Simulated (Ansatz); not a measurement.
Basis-set extrapolation for CH₈OSi₃ (`O=C[SiH]([SiH3])[SiH3]`) (PBE0-D4/def2-TZVP geometry, frozen core, the Gaussian-basis code of Ansatz). Multiplicity 1, RHF reference.

|  | def2-TZVPP | def2-QZVPP |
| --- | --- | --- |
| HF | -984.233534 | -984.265389 |
| MP2 correlation | -0.761721 | -0.817880 |
| CCSD(T) correlation | -0.864392 | not run |

Energies in hartree. Use E(X) = E(∞) + A·exp(−7.88·√X) for Hartree–Fock and E(X) = E(∞) + B·X^(−2.97) for correlation, with X = 3 and 4, and add CCSD(T) minus MP2 of the smaller set to the MP2 limit.

What is the CCSD(T) energy at the basis-set limit?

HF limit: -984.265389 + (-0.031855) × 0.13774 = -984.26978. MP2 limit: -0.817880 + (-0.056159) × 0.74074 = -0.85948. Higher-order term: -0.864392 − (-0.761721) = -0.10267. Total: -985.23193 hartree, 351.8 kJ/mol below CCSD(T)/def2-TZVPP.
